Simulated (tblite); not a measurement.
C6H7N2 (doublet state).
Geometry (GFN2-xTB, Å), atoms numbered from 1 in this order:
```xyz
15
C6H7N2 angstrom
C      1.050    1.329   -0.174
C      1.260   -0.035   -0.121
C      2.360   -0.607    0.489
N      0.389   -0.895   -0.791
C     -0.831   -1.025   -0.558
C     -1.631   -0.351    0.542
C     -2.453    0.680   -0.037
N     -3.090    1.497   -0.520
H      1.786    2.006    0.218
H      0.196    1.747   -0.675
H      3.083    0.008    0.990
H      2.502   -1.671    0.488
H     -1.390   -1.696   -1.202
H     -2.278   -1.083    1.031
H     -0.957    0.103    1.275
```

Structure optimised with GFN2-xTB, isolated species. This method treats the open shell by occupation alone, without spin polarisation.

Take the most abundant isotopes and a rigid rotor. The values belong to one conformer with, in the numbering `[CH2:1][C:2](=[CH2:3])/[N:4]=[CH:5]\[CH2:6][C:7]#[N:8]`, H–C1–C2–C3 4° and 179°, C1–C2–N4–C5 -62°, N4–C5–C6–C7 106°.

Q: What are A, B and C (cm⁻¹)?

A: Ia = 111.25, Ib = 404.22, Ic = 464.05 u·Å²; 505379 MHz·u·Å²/I gives 4543, 1250 and 1089 MHz, that is A = 0.15153, B = 0.04170, C = 0.03633 cm⁻¹.

Q: Classify the top.

A: A near-prolate asymmetric top; Ray's κ = -0.907.

Q: Is it planar, by Δ = Ic − Ia − Ib?

A: Not planar: Δ = Ic − Ia − Ib = -51.42 u·Å². For a rigid frame Δ = −2 Σ m c², so Σ m c² = 25.71 u·Å² lies off the ab plane: 6.22 from hydrogen and 19.49 from heavier atoms. The atom farthest from that plane is 1.45 Å away.

Q: Where do the levels up to J = 3 lie, in MHz?

A: Above 0(0,0):
J = 1: 1(0,1) 2339, 1(1,1) 5632, 1(1,0) 5793
J = 2: 2(0,2) 7012, 2(1,2) 10149, 2(1,1) 10633, 2(2,1) 20510, 2(2,0) 20516
J = 3: 3(0,3) 14007, 3(1,3) 16922, 3(1,2) 17889, 3(2,2) 27528, 3(2,1) 27557, 3(3,1) 44397, 3(3,0) 44397
Those of J = 1 are B + C, A + C and A + B.

Q: Estimate the classical rotational partition function at 25 K, 200 K and 298.15 K.

A: Point group C1, symmetry number σ = 1; q = (√π/σ)·√((kT/h)³/(ABC)), k/h = 20836.6 MHz/K: 8470 at 25 K, 192000 at 200 K, 349000 at 298.15 K.

For this open shell read J as N, the rotation without spin; fine and hyperfine splittings come on top. Its GFN2-xTB frequencies are all real (lowest 36 cm⁻¹). No vibrational averaging or centrifugal distortion is included, and the geometry carries the error of its method.

All values are computed, not measured.
